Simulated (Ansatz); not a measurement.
System: trichlorogermane, sum formula GeHCl3 (charge 0, singlet). 
Structure (B3LYP-D3(BJ)/def2-TZVP (Ansatz, a quantum-chemistry and plane-wave program) minimum search):
```xyz
5

Cl    -0.1003     2.0292    -0.0854
Ge     0.0010    -0.0488     0.4334
Cl    -1.6889    -1.0483    -0.4283
Cl     1.7871    -0.8761    -0.4167
H      0.0044    -0.2195     1.9497
```
Charge 0, spin multiplicity 1.

Dipole moments at this geometry, in debye (magnitudes).

| level | program | dipole (D) |
|---|---|---|
| PBE/def2-TZVPD | Ansatz | 1.41 |
| BLYP/def2-TZVPD | Ansatz | 1.41 |
| revPBE/def2-TZVPD | Ansatz | 1.40 |
| r2SCAN/def2-TZVPD | Ansatz | 1.45 |
| B97M-V/def2-TZVPD | Ansatz | 1.39 |
| r2SCAN0/def2-TZVPD | Ansatz | 1.51 |
| HSE06/def2-TZVPD | Ansatz | 1.48 |
| wB97M-V/def2-TZVPD | Ansatz | … |
| CCSD(T)/def2-SVPD | Ansatz | … |

### Question
Some entries are withheld; supply them.

### Answer

- wB97M-V/def2-TZVPD, dipole (D): 1.49
- CCSD(T)/def2-SVPD, dipole (D): 1.46
